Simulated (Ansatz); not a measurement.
Abstraction of Cl: SiH2(CH3)Cl + C2H4ClSi → SiH2(CH3) + C2H4Cl2Si

Gas-phase species: SiH2(CH3)Cl ((chlorosilyl)methane), singlet; C2H4ClSi `C=C[SiH]Cl`, doublet; SiH2(CH3), doublet; C2H4Cl2Si `C=C[SiH](Cl)Cl`, singlet. A radical takes Cl: the energy is the difference in strength between two Si–Cl bonds in different surroundings.

Shapes, held fixed at every level: PBE0-D4/def2-TZVP. Flexible molecules stand in one conformer, not always the lowest. Programs: Ansatz 0.2.0. The zero-point and thermal change to 298 K, harmonic and unscaled (PBE0-D4/def2-TZVP), is -1.1 kJ/mol.

Estimate ΔH(298 K) of this reaction.

The highest level, CCSD(T)/CBS estimate, gives ΔH(298 K) = +1.5 kJ/mol; the levels span -17.2 to +8.0. That is about zero within the method's error. They disagree on the sign: 6 of 8 are positive. The column of differences is taken from that level and isn't an error. No measured value is set beside it here. Spin contamination: C2H4ClSi (⟨S²⟩ up to 0.87). Open shells run unrestricted. The CBS estimate extrapolates MP2 from def2-TZVPP and def2-QZVPP and adds CCSD(T) − MP2 in the triple-zeta set, cores frozen.

```
                level                    kind  ΔH(298 K) (kJ/mol)  less CCSD(T)/CBS estimate
       MP2/def2-TZVPP     perturbation theory               -17.2                      -18.7
        HF/def2-TZVPP            Hartree–Fock                +8.0                       +6.5
    PBE-D4/def2-TZVPP                     GGA                +7.4                       +5.9
r2SCAN0-D4/def2-TZVPP           global hybrid                +5.5                       +4.0
   wB97X-V/def2-TZVPP  range-separated hybrid                +4.2                       +2.7
     CCSD(T)/def2-SVP   coupled cluster or CI                -3.9                       -5.4
   CCSD(T)/def2-TZVPP   coupled cluster or CI                +0.5                       -1.0
 CCSD(T)/CBS estimate   coupled cluster or CI                +1.5                        0.0
```
